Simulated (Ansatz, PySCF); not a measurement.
BiCl$_{2}$, doublet, geometry from GFN2-xTB (such geometries of metal compounds can be far from the true shape) (the spin is typed, not shown lowest) (core potentials on Bi). Base run: WB97M-V/def2-SVP in PySCF.

Here is a job for PySCF.
```python
from pyscf import gto, scf, dft

mol = gto.M(
    atom='''
Bi    0.31935808   -0.02910973    0.37116121
Cl    0.59421202    0.41454246   -2.06120785
Cl   -2.15343088   -0.27241847    0.24906782
''',
    basis='def2-svp',
    ecp={'Bi': 'def2-svp'},
    spin=1,
    verbose=4,
)

mf = dft.UKS(mol)
mf.xc = 'wb97m_v'
mf.kernel()
```

The same geometry, method and basis name were run in Ansatz (a quantum-chemistry and plane-wave program) and PySCF, at each program's defaults and at the settings that a row names. The base is PySCF at its defaults. Differences at the defaults can come from grids, fitting, cores and function types together.

| code and settings | ΔE vs base (mEh) | basis functions | E (Eh) | SCF cycles | dipole (D) |
|---|---|---|---|---|---|
| PySCF, defaults (exact integrals, its default grid, spherical functions) | 0.000 | 62 | -1134.69878 | 12 | 4.35 |
| Ansatz, defaults (factorised integrals, its default grid, spherical functions) | 0.002 | 62 | -1134.69878 | - | - |
| PySCF, density fitting with def2-universal-jkfit | -0.007 | 62 | -1134.69878 | 12 | 4.35 |
| PySCF, fine grid | 0.011 | 62 | -1134.69877 | 12 | 4.35 |
| Ansatz, high accuracy | -0.002 | 62 | -1134.69878 | - | - |

Open shells are given as the SCF converged; they aren't shown to be the lowest states, and a large step between rows can be another state.
